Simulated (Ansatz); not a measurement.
Reaction (ligand exchange at the Si–O bond): `C=C[SiH](C)O` + H₂S → `C=C[SiH](C)S` + H₂O

Isolated molecules relaxed with PBE0-D4/def2-TZVP in Ansatz; ΔE leaves out vibrations. CBS: MP2 limit from def2 TZ/QZ plus the TZ coupled-cluster correction, frozen cores. This one scheme is used for every species. DFT in def2-TZVPP. Each species was taken in one conformer, which may not be the lowest.

```csv
level,ΔE (eV)
r2SCANh-D4,0.30
CAM-B3LYP,0.44
HF/def2-QZVPP,0.49
SCS-MP2/def2-QZVPP,0.31
```

Question: What does CCSD(T)/CBS give? (An estimate is asked.)

Answer: Ansatz gave: +0.28 eV. The listed levels differ from it by 0.02, 0.16, 0.21, 0.03 eV.

Largest T1 diagnostic among the species: 0.011.

Leaving LDA and LC-ωPBE aside and taking each functional with its dispersion term where it has one, the values, not all of them listed here, spread over 0.23 eV, from revPBE-D4 to CAM-B3LYP-D4. LDA lies +0.04 eV from PBE without D4. From BLYP to BHLYP (50 % exact exchange), in def2-TZVPP and without D4, ΔE moves by +0.04 eV.
